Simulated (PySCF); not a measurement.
ScO2, SMILES [O]=[Sc]=[O] (connectivity only; charge and spin as stated), neutral, multiplicity 2.

Coordinates come from a PBE-D3(BJ)/def2-TZVP optimisation.

Calculation: PBE/def2-TZVPD in PySCF.

Estimate the frontier levels, dipole moment and polarisability. (Estimate from the structure and the level; the computed values follow.)


```yaml
"α spin, highest occupied and lowest empty level": -6.58 and -2.97 eV
"β spin, highest occupied and lowest empty level": -6.27 and -5.30 eV
dipole_moment: 5.23 D
quadrupole, principal values (traceless, Buckingham form, about the centre of nuclear charge): -17.50, 7.98, 9.53 D·Å
mean_static_polarisability: 44.4 bohr³ (6.58 Å³)
polarisability_principal_values: 27.7, 28.0, 77.5 bohr³
"⟨S²⟩": 0.760 (pure state 0.75)
```
